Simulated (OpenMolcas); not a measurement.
# Ionisation energies of potassium

| Property | Result |
| --- | --- |
| Program | OpenMolcas |
| Basis | ANO-RCC [10s9p5d3f2g] |
| Scalar Hamiltonian | DKH2, point nucleus |
| Spin-orbit coupling | state interaction with AMFI integrals over the reference wave functions, term energies averaged over their components |

Active shells in each charge state: the valence s, p, d shells, with orbitals averaged over the low states. Where CASPT2's correlated closed shells are named, they are those of the first ion.

A. CASSCF
B. SS-CASPT2, IPEA 0.25 Eh, imaginary shift 0.1 Eh (closed shells correlated: 3s 3p)
C. SS-CASPT2, IPEA 0.25 Eh, imaginary shift 0.1 Eh (closed shells correlated: 2s 2p 3s 3p)
D. SS-CASPT2, IPEA 0.25 Eh, imaginary shift 0.1 Eh (closed shells correlated: none)
E. SS-CASPT2, IPEA 0 Eh, imaginary shift 0.1 Eh (closed shells correlated: 3s 3p)

Energies in eV between the lowest computed levels, named as in B; reference values from the NIST Atomic Spectra Database with their kind.

| From | To | A | B | C | D | E | Spin-orbit share in B | Reference |
| --- | --- | --- | --- | --- | --- | --- | --- | --- |
| K 4s ²S_1/2 | K+ 3p⁶ ¹S₀ | 4.020 | 4.297 | 4.299 | 4.020 | 4.319 | +0.000 | 4.341 (measured) |

Error against the reference values, in %:

| From | Reference | A | B | C | D | E |
| --- | --- | --- | --- | --- | --- | --- |
| K | measured | -7.4 | -1.0 | -1.0 | -7.4 | -0.5 |

Absolute error against the one measured value: A 0.32 eV, B 0.04 eV, C 0.04 eV, D 0.32 eV, E 0.02 eV. E lies closest.

The lowest level within the active space need not be the ion's true ground level.
